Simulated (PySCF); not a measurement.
The complex [V(NH3)4]3+ (charge +3) contains V(III), shell d2. The structure is a model geometry with rigid ligands and bond lengths from ionic radii and bond length changed to 1.04 of its base value, not a minimum; coordination tetrahedral, point group Td, metal–donor distances 2.03 Å.

```
17

V     0.000    0.000    0.000
N     1.171    1.171    1.171
H     1.012    1.012    2.166
H     2.166    1.012    1.012
H     1.012    2.166    1.012
N    -1.171   -1.171    1.171
H    -1.012   -1.012    2.166
H    -2.166   -1.012    1.012
H    -1.012   -2.166    1.012
N    -1.171    1.171   -1.171
H    -1.012    1.012   -2.166
H    -2.166    1.012   -1.012
H    -1.012    2.166   -1.012
N     1.171   -1.171   -1.171
H     1.012   -1.012   -2.166
H     2.166   -1.012   -1.012
H     1.012   -2.166   -1.012
```

Method (PySCF 2.14, density fitting): CASSCF(2,5) with orbitals averaged over all microstates of the shell, strongly contracted NEVPT2 on the averaged canonical orbitals; basis x2c-TZVPall on the metal, x2c-SVPall elsewhere; spin-free X2C; gas phase; spin-orbit coupling by state interaction with the mean-field operator over all roots.

**Question.** What is the ground state?

**Answer.** 3A2 (S = 1, orbital degeneracy 1), with 2.0 electrons in the lower (e-type) set and 0.0 in the upper (t2-type) set, by NEVPT2.

**Question.** Where do the spin-allowed transitions within the shell lie?

**Answer.** By NEVPT2: 3T2 at 10370 cm⁻¹ (964 nm); 3T1 at 16331 cm⁻¹ (612 nm); 3T1 at 24816 cm⁻¹ (403 nm). The strongest, at 24816 cm⁻¹, has f = 1.5e-03.

**Question.** Which is the lowest state of another spin?

**Answer.** 1E at 12338 cm⁻¹ by NEVPT2; CASSCF alone puts it at 14499 cm⁻¹ above the same ground state.

**Question.** What ligand-field parameters describe the result?

**Answer.** At CASSCF level (the NEVPT2 levels don't fit a ligand-field model well): orbital energies 0, 0, 8654, 8654, 8654 cm⁻¹; 10Dq = 8654 cm⁻¹; B = 889 cm⁻¹; C = 3553 cm⁻¹; B over its free-ion value at the same level 0.818; rms of the fit 492 cm⁻¹; ζ = 173 cm⁻¹ (free ion 209).

**Question.** What are the magnetic parameters?

**Answer.** The ground multiplet follows a spin Hamiltonian with S = 1, g = 1.940, 1.940, 1.940, D = 0 (spin-orbit part alone); the lowest levels hold 100 % of the spin-free ground state. μeff is 2.81 μB at 300 K and 2.75 μB at 10 K; the spin-only value is 2.83 μB.

The geometry is a model, and the complex may not exist in this form. NEVPT2 on the d shell alone tends to put d–d bands too high for such charged or covalently bound ions.

The job took 9.7 s on one thread of Arm Neoverse V1 (shared host), with 164 basis functions, launched as `OMP_NUM_THREADS=1 python lf_run.py task.json out`.
